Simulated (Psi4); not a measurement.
H2O4W (SMILES [O]=[W](=[O])([OH])[OH]), singlet, at a GFN2-xTB geometry (such geometries of metal compounds can be far from the true shape) (core potentials on W); B3LYP/def2-SV(P) (Psi4).

The Psi4 input:
```
memory 2 GB

molecule {
0 1
  W     0.04245152    0.00010856    0.00617511
  O     1.16227353    0.78461633   -0.99567295
  O     0.83435974   -0.77951039    1.28610829
  O    -0.90205874   -1.26075159   -0.99386071
  H    -1.13046067   -2.02030589   -1.54734730
  O    -1.15412496    1.25549336    0.69476301
  H    -1.53454846    2.01349073    1.15968831
}

set basis def2-sv(p)
set basis_guess true

energy('b3lyp')
print_variables()
```

### Question
What does Psi4 print? Leave out banner, timings and long lists.

### Answer

```
  //>>>>>>>>>>>>>>>>>>>>>>>>>>>>>>>>>>>//
  //       Guess SCF, 3-21G Basis      //
  //<<<<<<<<<<<<<<<<<<<<<<<<<<<<<<<<<<<//

Traceback (most recent call last):
  File "psi4", line 375, in <module>
  File "<string>", line 28, in <module>
  File "site-packages/psi4/driver/driver.py", line 533, in energy
  File "site-packages/psi4/driver/procrouting/proc.py", line 2760, in run_scf
  File "site-packages/psi4/driver/procrouting/proc.py", line 1905, in scf_helper
  File "site-packages/psi4/driver/p4util/python_helpers.py", line 229, in _core_wavefunction_build
  File "site-packages/psi4/driver/p4util/python_helpers.py", line 169, in _pybuild_basis
  File "site-packages/psi4/driver/qcdb/libmintsbasisset.py", line 722, in pyconstruct
  File "site-packages/psi4/driver/qcdb/libmintsbasisset.py", line 976, in construct

psi4.driver.qcdb.exceptions.BasisSetNotFound: BasisSet::construct: Unable to find a basis set for atom 1 for key BASIS among:
  Shell Entries: ['W']
  Basis Sets: [('3-21G', '3-21G', None)]
  File Path: tmpz4daf1vv, tmpz4daf1vv, basis
  Input Blocks:

Printing out the relevant lines from the Psithon --> Python processed input file:
      H    -1.53454846    2.01349073    1.15968831
    """)
    core.IO.set_default_namespace("")
    core.set_global_option("BASIS", "def2-sv(p)")
    core.set_global_option("BASIS_GUESS", "true")
--> energy('b3lyp')
    print_variables()

!----------------------------------------------------------------------------------!
!                                                                                  !
!  BasisSet::construct: Unable to find a basis set for atom 1 for key BASIS among: !
!   Shell Entries: ['W']                                                           !
!   Basis Sets: [('3-21G', '3-21G', None)]                                         !
!   File Path: tmpz4daf1vv,                        !
!     tmpz4daf1vv,                                 !
!     basis                                          !
!   Input Blocks:                                                                  !
!                                                                                  !
!----------------------------------------------------------------------------------!

QcdbException BasisSetNotFound: BasisSet::construct: Unable to find a basis set for atom 1 for key BASIS among:
  Shell Entries: ['W']
  Basis Sets: [('3-21G', '3-21G', None)]
  File Path: tmpz4daf1vv, tmpz4daf1vv, basis
  Input Blocks:
```

The input was rejected before any calculation.
